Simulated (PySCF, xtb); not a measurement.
Os(CO)3 (C3O3Os), SMILES [O+]#[C-]->[Os](<-[C-]#[O+])<-[C-]#[O+], multiplicity 1.

GFN2-xTB in xtb at its own geometry gives an orbital gap of 0.97 eV and a dipole moment of 4.63 D.

Geometry: PBE0-D3(BJ)/def2-SVP. The spin state was assumed, not searched. The def2 effective core potentials stand for the cores of Os; spin–orbit coupling is left out.

### Question
What does PBE/def2-TZVP run with PySCF give? (The exact figures need the calculation; the answer reports its results.)

### Answer
gap 1.32 eV (levels -5.60 and -4.28 eV), dipole 2.32 D.
